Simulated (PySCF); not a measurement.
Ionising CI

UHF-MP2; PySCF, scalar-relativistic core potentials, basis sets C aug-cc-pVDZ, I aug-cc-pVDZ-PP with ECP28. Neutral (UHF): doublet (π ↑), Re = 2.045 Å, ωe = 631 cm⁻¹, De = 2.54 eV.

CI⁺ (RHF): singlet (closed shell), Re = 1.907 Å, ωe = 903 cm⁻¹, De = 4.61 eV to C + I⁺. The energies at the minima are -332.59008 hartree for CI and -332.29185 for CI⁺.

Question: Work out the adiabatic ionisation energy, without and with harmonic zero-point energies (1 hartree = 27.2114 eV, 1 eV = 8065.5 cm⁻¹), and the change of the bond length.

Answer: At MP2: 0.29823 hartree = 8.115 eV between the minima; the zero-point term (903.0 − 631.0)/2 cm⁻¹ = +0.017 eV makes it 8.132 eV. Re changes by -13.8 pm against the neutral. The electron leaves a π orbital, and the shorter bond of the ion fits an antibonding orbital, or a change in how ionic the bond is.

CI⁻ (UHF): triplet (π ↑↑), Re = 2.283 Å, ωe = 381 cm⁻¹, De = 1.20 eV to C + I⁻. The energies at the minima are -332.59008 hartree for CI and -332.65778 for CI⁻.

Question: Work out the adiabatic electron affinity, without and with harmonic zero-point energies (1 hartree = 27.2114 eV, 1 eV = 8065.5 cm⁻¹), and the change of the bond length.

Answer: At UHF-MP2: 0.06770 hartree = 1.842 eV between the minima; the zero-point term (631.0 − 381.0)/2 cm⁻¹ = +0.015 eV makes it 1.858 eV. Re changes by +23.8 pm against the neutral. The electron enters a π orbital, and the longer bond of the ion fits an antibonding orbital, or a change in how ionic the bond is.

Correlated steps freeze 5 core orbitals. Correlated levels converge slowly with the basis: in double zeta they bind strong bonds too weakly, by up to about 1 eV, and carry superposition errors of some tenths. These are scalar-relativistic numbers at best; spin–orbit coupling would shift them, the dissociation energy most. For an ion De counts to the pair picked by the measured ionisation energies or electron affinities, which need not be the lowest pair at this level. Where the molecule has an RHF reference, its open-shell atoms are computed with UHF. States were picked by a PBE0 search and need not be the measured ground states.

Neutral and ion stand on different kinds of reference determinant, which adds to the error of the difference.
